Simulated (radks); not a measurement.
Task: Calculated with a radial shooting solver on a logarithmic mesh with Libxc functionals: scalar-relativistic Kohn-Sham, r2SCAN, spin-polarised, spherical densities, finite nucleus; open shells are filled with parallel spins first (spin-orbit coupling, left out, can overturn this in heavy ions); meta-GGA in the generalised Kohn-Sham scheme; Fermi nuclear charge, rms radius of each element as measured or else 0.836 A^(1/3) + 0.57 fm. Each species is in its NIST ground configuration. Rank Lu, Ta, Au, W, Hg, Hf, Re, Pt, Ir, Os by radius at which the density is 0.001 e/bohr^3 (bohr), largest first.

Result: Lu 5.09, Hf 5.00, Ta 4.89, W 4.79, Re 4.70, Os 4.61, Ir 4.52, Pt 4.32, Hg 4.29, Au 4.25.
